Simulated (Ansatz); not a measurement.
Species: GaH2 (charge -1, singlet). 
Structure (B3LYP-D3(BJ)/def2-TZVP (Ansatz, a program for electronic structure) minimum search):
```
Ga
H 1 1.7310
H 1 1.7310 2 91.70
```
Charge -1, spin multiplicity 1.

Parts of the frozen-core correlation energy in STO-3G (Ansatz, hartree). Frozen orbitals: 14; correlated occupied orbitals by spin: 3 and 3; virtual: 3 and 3. Spin-orbit coupling is left out. Non-relativistic. The restricted reference is unstable. The program attaches cautions to this run: above unrestricted.

```json
[
 {"term": "reference (HF)", "value": "-1901.80478"},
 {"term": "MP2 opposite-spin", "value": "___"},
 {"term": "MP2 same-spin", "value": "___"},
 {"term": "CCSD correlation", "value": "___"},
 {"term": "(T)", "value": "-0.00009"},
 {"term": "FCI minus CCSD(T)", "value": "0.00402"},
 {"term": "T1 diagnostic", "value": "0.009"},
 {"term": "largest doubles amplitude", "value": "0.086"}
]
```

Question: Complete the blanks.

Answer: 
- MP2 opposite-spin, value: -0.02901
- MP2 same-spin, value: -0.00002
- CCSD correlation, value: -0.04607
